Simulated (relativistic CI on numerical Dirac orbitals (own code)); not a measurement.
Cr⁺: 3d valence photoemission

Computed with this model: Dirac-Coulomb-Breit CI, separate exchange-only KLI orbitals for each configuration, a model potential for QED, valence Slater integrals scaled by 0.9, multiplet model of photoemission in the sudden approximation; configurations [Ar] 3d5 → [Ar] 3d4; 80 K; Lorentzian 0.42 eV and Gaussian 0.5 eV FWHM. Energies are those of the free ion, without screening or charge transfer. The energies are binding energies and can lie tens of eV above those of solids. S is read from ⟨S²⟩ = S(S + 1).

Field parameters in Wybourne normalisation: Td as Oh with Dq negative (B⁴₀ = 21Dq, B⁴₄ = √(5/14) B⁴₀). The field is a parameter set, without covalency.

Computed curve for Td, 10Dq = -10350 cm⁻¹, scaled to 100 at the maximum (points under 2 are left out and the grid is thinned):

Energy (eV), Intensity and a bar:
```
     12.4        2.1 
     12.5        2.3 
     12.7        2.8 
     12.8        3.2 
     12.9        3.6 
     13.1        4.8 #
     13.2        5.6 #
     13.3        6.7 #
     13.4        8.1 ##
     13.6       13.0 ###
     13.7       17.3 #####
     13.8       23.8 #######
     14.0       47.0 ##############
     14.1       63.6 ###################
     14.2       80.9 ########################
     14.4      100.0 ##############################
     14.5       95.8 #############################
     14.6       83.5 #########################
     14.8       52.4 ###############
     14.9       41.0 ############
     15.0       34.4 ##########
     15.1       32.6 #########
     15.3       41.7 ############
     15.4       51.0 ###############
     15.5       60.7 ##################
     15.7       68.8 ####################
     15.8       63.6 ###################
     15.9       53.6 ################
     16.1       30.8 #########
     16.2       22.1 ######
     16.3       16.0 ####
     16.5        9.1 ##
     16.6        7.2 ##
     16.7        5.9 #
     16.8        4.9 #
     17.0        3.6 
     17.1        3.2 
     17.2        2.8 
     17.4        2.3 
     17.5        2.1
```

The ground state has S = 2.50, and the centroid lies at 14.91 eV.
